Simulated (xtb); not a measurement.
CHN, triplet, geometry from GFN2-xTB (a higher spin typed on purpose: for a closed-shell molecule this is an excited state); GFN2-xTB with ALPB(ether) (xtb).

Here is a job for xtb.
```
$ xtb mol.xyz --gfn 2 --uhf 2 --alpb ether --json

# file mol.xyz
3

C     -0.45270886     0.35757152    -0.08821317
N      0.58114433    -0.25990983     0.07503626
H     -1.35175721    -0.32606026     0.00402514
```

Q: Predict the main parts of the log of this xtb run.

A: 
```
   ID    Z sym.   atoms
    1    6 C      1
    2    7 N      2
    3    1 H      3

           -------------------------------------------------
          |                Calculation Setup                |
           -------------------------------------------------

           -------------------------------------------------
          |                 G F N 2 - x T B                 |
           -------------------------------------------------

      * Solvation model:               ALPB
        Solvent                        ether
        Parameter file                 internal GFN2-xTB/ALPB
        Dielectric constant                4.3300E+00
        Reference state                gsolv [1 M gas/solution]
        Free energy shift                  4.9534E-03 Eh       3.1083E+00 kcal/mol
        Temperature                        2.9815E+02 K
        Density                            7.1300E-01 kg/L
        Solvent mass                       7.4120E+01 g/mol
        Interaction kernel             P16
        Born radius scaling (c1)           1.5847E+00
        Born radii integrator          GBOBC
        Born offset                        0.0000E+00 a0       0.0000E+00 AA
        H-bond correction              true
        Ion screening                  false
        Surface tension                    1.0000E-05 Eh       1.5569E+01 dyn/cm
        Grid points                               230 per atom

          ...................................................
          :                      SETUP                      :
          :.................................................:
          :  # basis functions                   9          :
          :  # atomic orbitals                   9          :
          :  # shells                            5          :
          :  # electrons                        10          :
          :  max. iterations                   250          :
          :  Hamiltonian                  GFN2-xTB          :
          :  restarted?                      false          :
          :  GBSA solvation                   true          :
          :  PC potential                    false          :
          :  electronic temp.          300.0000000     K    :
          :  accuracy                    1.0000000          :
          :  -> integral cutoff          0.2500000E+02      :
          :  -> integral neglect         0.1000000E-07      :
          :  -> SCF convergence          0.1000000E-05 Eh   :
          :  -> wf. convergence          0.1000000E-03 e    :
          :  Broyden damping             0.4000000          :
          :  net charge                          0          :
          :  unpaired electrons                  2          :
          ...................................................

 iter      E             dE          RMSdq      gap      omega  full diag
   1     -5.3407816 -0.534078E+01  0.684E+00    1.63       0.0  T
   2     -5.3357405  0.504107E-02  0.626E+00    1.83       1.0  T
   3     -5.4009624 -0.652219E-01  0.302E+00    1.67       1.0  T
   4     -5.4009366  0.258428E-04  0.742E-01    1.61       1.0  T
   5     -5.4017151 -0.778492E-03  0.313E-01    1.63       1.0  T
   6     -5.4017313 -0.162882E-04  0.795E-02    1.65       1.0  T
   7     -5.4017234  0.798498E-05  0.609E-02    1.65       1.0  T
   8     -5.4017336 -0.102704E-04  0.598E-03    1.65       9.7  T
   9     -5.4017337 -0.714088E-07  0.155E-03    1.65      37.3  T
  10     -5.4017337  0.929226E-09  0.950E-04    1.65      60.8  T
  11     -5.4017337 -0.256833E-08  0.703E-05    1.65     821.1  T

   *** convergence criteria satisfied after 11 iterations ***

 transition dipole moment (au) for excitation:           5           6
     X       Y       Z
   0.2013  -0.3473   0.0754  total (au/Debye):    0.408   1.038
 dE (eV)             :    3.611
 oscillator strength :  0.20870E-01

         :::::::::::::::::::::::::::::::::::::::::::::::::::::
         ::                     SUMMARY                     ::
         :::::::::::::::::::::::::::::::::::::::::::::::::::::
         :: total energy              -5.327396473310 Eh    ::
         :: total w/o Gsasa/hb        -5.323746040866 Eh    ::
         :: gradient norm              0.001794541001 Eh/a0 ::
         :: HOMO-LUMO gap              1.649459205229 eV    ::
         ::.................................................::
         :: SCC energy                -5.401733707765 Eh    ::
         :: -> isotropic ES            0.003917182838 Eh    ::
         :: -> anisotropic ES          0.000914719781 Eh    ::
         :: -> anisotropic XC          0.007851823430 Eh    ::
         :: -> dispersion             -0.000473843332 Eh    ::
         :: -> Gsolv                  -0.004906085994 Eh    ::
         ::    -> Gelec               -0.001255653549 Eh    ::
         ::    -> Gsasa               -0.007660452491 Eh    ::
         ::    -> Ghb                 -0.000943417531 Eh    ::
         ::    -> Gshift               0.004953437577 Eh    ::
         :: repulsion energy           0.074337234454 Eh    ::
         :: add. restraining           0.000000000000 Eh    ::
         :: total charge               0.000000000000 e     ::
         :::::::::::::::::::::::::::::::::::::::::::::::::::::

           -------------------------------------------------
          |                Property Printout                |
           -------------------------------------------------

    * Orbital Energies and Occupations

         #    Occupation            Energy/Eh            Energy/eV
      -------------------------------------------------------------
         1        2.0000           -0.6594499             -17.9445
         2        2.0000           -0.5602171             -15.2443
         3        2.0000           -0.4991260             -13.5819
         4        2.0000           -0.4915432             -13.3756
         5        1.0000           -0.4467938             -12.1579
         6        1.0000           -0.3140938              -8.5469 (HOMO)
         7                         -0.2534773              -6.8975 (LUMO)
         8                          0.1331412               3.6230
         9                          0.5954395              16.2027
      -------------------------------------------------------------
                  HL-Gap            0.0606165 Eh            1.6495 eV
             Fermi-level           -0.3764770 Eh          -10.2445 eV

     #   Z          covCN         q      C6AA      α(0)
     1   6 C        1.827    -0.022    31.752     9.104
     2   7 N        0.910    -0.144    24.113     7.102
     3   1 H        0.917     0.165     1.293     1.779

 Mol. C6AA /au·bohr⁶  :        136.059145
 Mol. C8AA /au·bohr⁸  :       3275.852237
 Mol. α(0) /au        :         17.984644

Wiberg/Mayer (AO) data.
largest (>0.10) Wiberg bond orders for each atom

 ---------------------------------------------------------------------------
     #   Z sym  total        # sym  WBO       # sym  WBO       # sym  WBO
 ---------------------------------------------------------------------------
     1   6 C    3.269 --     2 N    2.499     3 H    0.770
     2   7 N    2.660 --     1 C    2.499     3 H    0.161
     3   1 H    0.931 --     1 C    0.770     2 N    0.161
 ---------------------------------------------------------------------------

Topologies differ in total number of bonds
Writing topology from bond orders to xtbtopo.mol

molecular dipole:
                 x           y           z       tot (Debye)
 q only:       -0.561      -0.046      -0.015
   full:       -0.704      -0.098      -0.012       1.808
molecular quadrupole (traceless):
                xx          xy          yy          xz          yz          zz
 q only:        0.883       0.526      -0.425      -0.043       0.018      -0.458
  q+dip:        2.021       0.699      -0.908       0.002      -0.009      -1.113
   full:        1.551       0.962      -1.202      -0.104       0.214      -0.350

           -------------------------------------------------
          | TOTAL ENERGY               -5.327396473310 Eh   |
          | GRADIENT NORM               0.001794541001 Eh/α |
          | HOMO-LUMO GAP               1.649459205229 eV   |
           -------------------------------------------------

normal termination of xtb
```
